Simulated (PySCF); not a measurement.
Molecule: SMILES c1ccnc(C(F)(F)F)n1, C$_{5}$H$_{3}$F$_{3}$N$_{2}$.

Cartesian coordinates in Å; atom numbers follow the order of the lines, from 1:
```xyz
13

F     2.6083    0.0234    1.3307
C     2.1667   -0.1749    0.0779
F     2.5979   -1.3815   -0.2992
F     2.7829    0.7214   -0.6962
C     0.6564   -0.0554    0.0084
N    -0.0318   -1.1546    0.2508
C    -1.3499   -1.0468    0.2059
C    -1.9774    0.1584   -0.0792
C    -1.1468    1.2470   -0.3077
N     0.1715    1.1411   -0.2631
H    -1.9017   -1.9550    0.4055
H    -3.0502    0.2446   -0.1193
H    -1.5302    2.2329   -0.5322
```

Frames of a GFN2-xTB Langevin trajectory at 300 K; GIAO PBE0/pcSseg-1 shieldings in PySCF 2.14, gas phase, non-relativistic; equivalent atoms averaged within each frame.

Shifts are taken against calculated references (same method and geometry level): ¹⁹F (170.95 ppm) vs CFCl3; TMS for ¹³C (186.93 ppm), ¹H (31.72 ppm); NH3 for ¹⁵N (267.73 ppm). The references are static minima.

How do the shifts (ppm) fluctuate along the trajectory?

Results:


```tsv
time (fs)	F1/F3/F4	C5	C7/C9	C2	C8	N6/N10	H11/H13	H12
250	-57.8	165.6	159.0	136.8	130.4	338.9	8.89	8.40
425	-64.8	158.7	163.9	134.7	132.4	336.9	9.31	7.26
625	-74.4	165.8	166.6	132.0	134.5	348.8	9.04	8.23
800	-85.4	157.5	164.5	125.9	129.5	317.6	9.03	7.05
1000	-72.6	167.7	161.9	135.2	124.1	328.1	9.10	8.11
mean of frames	-71.0	163.1	163.2	132.9	130.2	334.1	9.07	7.81
standard deviation	10.4	4.6	2.9	4.3	3.9	11.8	0.15	0.61
```

5 frames give an uncertainty of the mean of about the standard deviation over 2.2 at best, since frames this close in time may not be independent; classical motion lacks zero-point vibration, and the reference would need the same averaging.
